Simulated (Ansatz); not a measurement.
Reaction (cleavage of the Si–Si bond): `C[SiH](Cl)[SiH2]F` + `OC[TeH]` → `OC[Te][SiH2]F` + `C[SiH2]Cl`

Computed with Ansatz on PBE0-D4/def2-TZVP structures; ΔE is electronic, products minus reactants. CBS: MP2 limit from def2 TZ/QZ plus the TZ coupled-cluster correction, frozen cores. Functionals use def2-TZVPP. def2 core potentials past Kr. For Te outer-core shells are correlated without core-valence functions, which leaves a few kJ/mol of doubt a bond. One conformer a species, not always the lowest.

```json
{"level": "LDA (SPW92)", "ΔE (kcal/mol)": "-15.8"}
{"level": "BLYP-D4", "ΔE (kcal/mol)": "-15.7"}
{"level": "BLYP", "ΔE (kcal/mol)": "-15.7"}
{"level": "SCS-MP2/def2-QZVPP", "ΔE (kcal/mol)": "-18.9"}
```

Task: What does CCSD(T)/CBS give? (Estimate.)

Result: Computed: -17.6 kcal/mol. The listed levels differ from it by 1.8, 1.9, 1.9, -1.3 kcal/mol.

Largest T1 diagnostic among the species: 0.012.

At CCSD(T), def2-SVP lies +1.7 kcal/mol from the extrapolated value and def2-TZVPP +1.1 kcal/mol. Leaving LDA and LC-ωPBE aside and taking each functional with its dispersion term where it has one, the values, not all of them listed here, spread over 2.5 kcal/mol, from PBE-QIDH to B97M-V.

CCSD(T)/CBS has its own doubt, a few kJ/mol and more with outer-core shells, so smaller differences from it don't rank the levels.
